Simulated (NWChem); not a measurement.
System: PbHSI, singlet; SMILES [SH][Pb][I]

Input file for NWChem:

```
start job
memory heap 200 mb stack 900 mb global 1100 mb
geometry units angstroms noautoz
  Pb     0.511766    -0.880399     0.000000
  I     -0.176973     1.864092     0.000000
  S     -1.882819    -1.741224     0.000000
  H     -1.488914    -3.036897     0.000000
end
basis spherical
  * library def2-svp
end
ecp
  I library def2-ecp
  Pb library def2-ecp
end
dft
  xc xpbe96 cpbe96
  iterations 150
  vectors input atomic output neutral.movecs
end
task dft energy
charge 1
dft
  odft
  mult 2
  vectors input atomic output cation.movecs
end
task dft energy
```

Low-valent species are run as closed-shell singlets; no triplet was tried in these runs. The geometry was optimised at PBE0/def2-SVP. No frequency run checked for a minimum. def2 effective core potentials on I, Pb; no spin-orbit coupling.

Ions are spin-unrestricted doublets at the neutral geometry; other ion states weren't tried.

Question: Give the results of this calculation. (PBE/def2-SVP with def2 effective core potentials on I, Pb, vertical spin-unrestricted ions.) Quantities: −ε(HOMO) (eV).

Answer: 
- −ε(HOMO) (eV): 5.92
